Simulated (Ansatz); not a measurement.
GeH6O2Si, SMILES [GeH2]([SiH2]O)[OH].

The structure is a stationary point at B3LYP-D3(BJ)/def2-SVP. The structure was generated by enumeration, and PubChem lists no compound with its InChIKey, so it may never have been made. The values are those of a single conformer.

Two levels are set side by side: PBE/def2-SVPD (Ansatz, an electronic-structure program) and PBE0/def2-SVPD (Ansatz). Energy differences of separate SCF runs at the same geometry; the states with an electron removed or added have multiplicity 2 and 2. Differences are taken from unrounded values.

| quantity | PBE0 | PBE | PBE minus PBE0 |
|---|---|---|---|
| vertical ionisation energy (eV) | 10.16 | 9.80 | -0.36 |
| vertical singlet–triplet gap (eV) | 5.31 | 4.98 | -0.33 |
